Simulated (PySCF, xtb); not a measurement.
2H-1,3-oxazine (C4H5NO), SMILES C1N=CC=CO1. Atoms are numbered in the order given.

```xyz
11

C     -0.1461    -1.4147     0.0000
C      1.0741    -0.8353     0.0000
O      1.2684     0.4837     0.0000
C      0.0956     1.3671     0.0000
N     -1.1985     0.7614     0.0000
C     -1.2929    -0.5148     0.0000
H     -0.2610    -2.4974     0.0000
H      2.0177    -1.3900     0.0000
H      0.2031     2.0101    -0.8920
H      0.2031     2.0101     0.8920
H     -2.3049    -0.9461     0.0000
```

Geometry: B3LYP-D3(BJ)/def2-SVP. A frequency run showed that this geometry is not a minimum. The values are those of a single conformer.

Method: IEF-PCM-ωB97X/def2-SVP (PySCF).

The values are the electrostatic part of the solvation free energy, E(continuum) − E(gas) at the gas-phase geometry, in a cavity of scaled van der Waals radii (PySCF's table); cavitation and dispersion terms are not included. In vacuum the orbital gap is 9.72 eV. The dipole moment in vacuum is 1.43 D.

Computed values in water (ε = 78.36), ethylethanoate (ε = 5.99), acetonitrile (ε = 35.69):
| solvent | ε | ΔG(elec) (kcal/mol) | dipole (D) | gap (eV) |
|---|---|---|---|---|
| water | 78.36 | -4.6 | 1.89 | 9.71 |
| ethylethanoate | 5.99 | -3.5 | 1.77 | 9.71 |
| acetonitrile | 35.69 | -4.5 | 1.87 | 9.71 |

For comparison, GFN2-xTB/ALPB(water) (xtb, at the GFN2-xTB geometry, all terms of that model) gives -2.5 kcal/mol.
